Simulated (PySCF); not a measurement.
Bond length, frequency and bond energy of SnN by level of theory

State: ²Π (doublet), unpaired electrons π ↑. Set-up: Sn def2-SVPD with ECP28, N def2-SVPD; scalar-relativistic core potentials (PySCF 2.14). De refers to Sn + N in their high-spin ground configurations, without counterpoise correction. The functionals are run spin-unrestricted. A positive dipole means Sn(−)N(+). Levels whose curve was spin-contaminated or gave no clean fit are not listed.

```
       Level  Re (Å)  ωe (cm⁻¹)  De (eV)  μ (D)  CPU s a point (SCF and correlation, without the integrals)
        ROHF   1.922        821    -0.81  -4.32                                                         0.2
    ROHF-MP2   1.997        662     2.26    n/a                                                        0.37
ROHF-SCS-MP2   1.997        661     2.21    n/a                                                         n/a
   ROHF-CCSD   1.988        676     1.81    n/a                                                         n/a
ROHF-CCSD(T)   2.012        632     2.17    n/a                                                          21
         PBE   1.991        678     3.25  -3.34                                                         1.2
        PW91   1.989        680     3.28  -3.35                                                         0.9
```

Problem. What does second-order correlation do here, going from ROHF to ROHF-MP2?

Solution. ROHF-MP2 less ROHF: +7.5 pm in Re, -19.4 % in ωe, +3.07 eV in De. Correlation nearly always deepens the well. The bond lengthens, as in strong covalent bonds, where excitations into antibonding orbitals dominate.

Problem. What does the triples do here, going from ROHF-CCSD to ROHF-CCSD(T)?

Solution. ROHF-CCSD(T) less ROHF-CCSD: +2.4 pm in Re, -6.5 % in ωe, +0.36 eV in De. Correlation nearly always deepens the well. The bond lengthens, as in strong covalent bonds, where excitations into antibonding orbitals dominate.

Problem. What does all correlation do here, going from ROHF to ROHF-CCSD(T)?

Solution. ROHF-CCSD(T) less ROHF: +9.0 pm in Re, -23.0 % in ωe, +2.98 eV in De. Correlation nearly always deepens the well. The bond lengthens, as in strong covalent bonds, where excitations into antibonding orbitals dominate.

Correlated steps freeze 5 core orbitals. Correlated levels converge slowly with the basis: in double zeta they bind strong bonds too weakly, by up to about 1 eV, and carry superposition errors of some tenths. Spin–orbit coupling is left out, which matters for elements this heavy, above all for dissociation energies. UHF is strongly spin-contaminated for SnN, so the ROHF reference used there is far from stable. A negative De means that the minimum lies above the separated atoms at that level. The state is the lowest determinant that a PBE0 search found; another state may lie lower at other levels.

The whole job (state search and all levels along the bond) took about 5.3 min on 1 thread of Arm Neoverse N1 (shared host), peak memory 0.65 GiB.
